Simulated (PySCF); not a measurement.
thionyl fluoride (F2OS), SMILES O=S(F)F. Atoms are numbered in the order given.

```xyz
4

O      1.3643     0.3468     0.0000
S      0.1599    -0.4034     0.0000
F     -0.7485     0.2044     1.1520
F     -0.7485     0.2044    -1.1520
```
Charge 0, spin multiplicity 1.

The structure is a stationary point at PBE0-D3(BJ)/def2-TZVP.

Level of theory: TDDFT-CAM-B3LYP/def2-SVPD run with PySCF.

Vertical excitations. Isolated molecule, no solvent. State labels are in the subgroup Cs.

**Question.** List the lowest excited states. (Estimate from the structure and the level; the computed values follow.)

**Answer.** 
```json
[
 {"state": "S1", "symmetry": "A\"", "energy (eV)": "6.73", "λ (nm)": "184", "f": "0.032", "main pairs": "HOMO→LUMO 94 %"},
 {"state": "S2", "symmetry": "A'", "energy (eV)": "7.96", "λ (nm)": "156", "f": "0.012", "main pairs": "HOMO→LUMO+1 53 %, HOMO−1→LUMO 39 %"},
 {"state": "S3", "symmetry": "A\"", "energy (eV)": "8.74", "λ (nm)": "142", "f": "0.013", "main pairs": "HOMO−2→LUMO 90 %"},
 {"state": "S4", "symmetry": "A'", "energy (eV)": "9.07", "λ (nm)": "137", "f": "0.113", "main pairs": "HOMO−1→LUMO 43 %, HOMO→LUMO+1 36 %"},
 {"state": "S5", "symmetry": "A\"", "energy (eV)": "9.12", "λ (nm)": "136", "f": "0.003", "main pairs": "HOMO−1→LUMO+1 84 %"},
 {"state": "S6", "symmetry": "A'", "energy (eV)": "9.48", "λ (nm)": "131", "f": "0.106", "main pairs": "HOMO→LUMO+3 76 %"},
 {"state": "S7", "symmetry": "A'", "energy (eV)": "9.52", "λ (nm)": "130", "f": "0.074", "main pairs": "HOMO→LUMO+2 85 %"},
 {"state": "S8", "symmetry": "A'", "energy (eV)": "10.05", "λ (nm)": "123", "f": "0.000", "main pairs": "HOMO−3→LUMO 68 %, HOMO−2→LUMO+1 23 %"},
 {"state": "S9", "symmetry": "A'", "energy (eV)": "10.26", "λ (nm)": "121", "f": "0.054", "main pairs": "HOMO−2→LUMO+1 53 %, HOMO−3→LUMO 27 %"},
 {"state": "S10", "symmetry": "A\"", "energy (eV)": "10.45", "λ (nm)": "119", "f": "0.034", "main pairs": "HOMO→LUMO+4 85 %"},
 {"state": "T1", "symmetry": "A\"", "energy (eV)": "5.56", "λ (nm)": "223", "f": "0", "main pairs": "HOMO→LUMO 94 %"},
 {"state": "T2", "symmetry": "A'", "energy (eV)": "6.79", "λ (nm)": "183", "f": "0", "main pairs": "HOMO→LUMO+1 66 %, HOMO−1→LUMO 18 %, HOMO→LUMO+5 11 %"},
 {"state": "T3", "symmetry": "A'", "energy (eV)": "6.97", "λ (nm)": "178", "f": "0", "main pairs": "HOMO−1→LUMO 75 %, HOMO→LUMO+1 16 %"},
 {"state": "T4", "symmetry": "A\"", "energy (eV)": "7.98", "λ (nm)": "155", "f": "0", "main pairs": "HOMO−2→LUMO 89 %"}
]
```
Triplets are in the Tamm–Dancoff approximation, which puts them higher than full response would, so one can lie above its singlet here.
